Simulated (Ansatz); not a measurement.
Acetylacetone (keto form), relaxed with RKS PBE0-D4/def2-TZVP in Ansatz from a PBE-D4/def2-SVP geometry. The force threshold is 0.005 eV/Å; the program also tests the step.

Charge 0, multiplicity 1.

Start:

```xyz
15

C    -1.657    0.791    1.280
C    -0.175    0.663    1.014
O     0.645    0.388    1.874
C     0.243    0.809   -0.459
C     0.198   -0.604   -1.065
C     1.470   -1.407   -0.920
O    -0.829   -1.043   -1.556
H    -1.987    1.834    1.088
H    -1.889    0.512    2.323
H    -2.215    0.150    0.565
H     1.268    1.223   -0.487
H    -0.467    1.448   -1.017
H     1.829   -1.339    0.129
H     2.267   -0.966   -1.554
H     1.300   -2.458   -1.213
```

```csv
step,energy (eV),largest force (eV/Å),largest move (Å)
1,-9402.6142,1.318,0.000
2,-9402.6792,0.280,0.043
3,-9402.6837,0.262,0.042
4,-9402.6874,0.028,0.018
5,-9402.6875,0.014,0.003
6,-9402.6875,0.013,0.005
7,-9402.6876,0.008,0.025
8,-9402.6876,0.003,0.003
```

End:

```xyz
15

C    -1.652    0.781    1.273
C    -0.182    0.668    1.009
O     0.631    0.447    1.871
C     0.244    0.797   -0.448
C     0.204   -0.601   -1.051
C     1.460   -1.406   -0.919
O    -0.803   -1.024   -1.560
H    -1.976    1.808    1.077
H    -1.875    0.516    2.304
H    -2.203    0.140    0.578
H     1.255    1.204   -0.473
H    -0.451    1.427   -1.003
H     1.822   -1.361    0.112
H     2.240   -0.962   -1.546
H     1.286   -2.436   -1.224
```

Run time 16 s (2 threads of an AMD EPYC 7R13 on a shared host and a share of an NVIDIA H100 80 GB); peak host memory 0.92 GiB.
